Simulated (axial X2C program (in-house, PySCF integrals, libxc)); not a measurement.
**Correcting the dissociation energy of SbF⁺ for spin–orbit coupling**

A spin-free CCSD(T) curve (one-electron X2C) was computed with an in-house all-electron X2C program for linear molecules (integrals from PySCF), basis Sb dyall-cv3z [11s12p8d4f1g], F dyall-av3z [7s6p3d2f] (cores contracted in-house), for the state M_S = 1/2, Λ = 1 (beyond evenly filled blocks: π+α). It gives D0 = 4.220 eV to Sb+ + F, which in a spin-free picture are the weighted means of the ground terms.

Correlated methods: 11 electrons correlated (number of frozen shells: Sb 4 s, 3 p, 2 d; F 1 s), 257 virtual spin orbitals or spinors in MP2, 90 natural virtuals in coupled cluster.

Measured levels of the ground terms (NIST Handbook of Basic Atomic Spectroscopic Data), in cm⁻¹: Sb+ 3P: J = 0 at 0, J = 1 at 3054.6, J = 2 at 5658.2; F 2P: J = 3/2 at 0, J = 1/2 at 404.1.

The two components of the molecular doublet are 3831 cm⁻¹ apart in the PBE0 2c search (Ω = 1/2 lower), so the lower one lies 1916 cm⁻¹ under their mean.

Question: How far does each ground level lie under the (2J+1)-weighted mean of its term?

Answer: Sb+: (1 × 0 + 3 × 3054.6 + 5 × 5658.2)/9 = 4162 cm⁻¹; F: (4 × 0 + 2 × 404.1)/6 = 135 cm⁻¹.

Question: Correct D0.

Answer: D0 = 4.220 + (1916 − 4297)/8065.5 = 3.925 eV at CCSD(T) with these spin–orbit terms.

Second-order spin–orbit effects in the molecule, which grow quickly with Z, are left out. Occupations by symmetry block were frozen at the best pattern of an incomplete PBE0 search. De is counted from the lowest determinant-based energies of the atoms at the same level, without counterpoise correction. Coupled cluster ran in a truncated set of natural virtual spinors; the MP2 energy of the rest was added. (T) has no such correction and the atoms are truncated less, which lowers De at CCSD(T) by a hundredth of an eV or more. With the outer-core shells frozen, correlated bond lengths of heavy atoms tend to come out a few hundredths of an ångström too long.
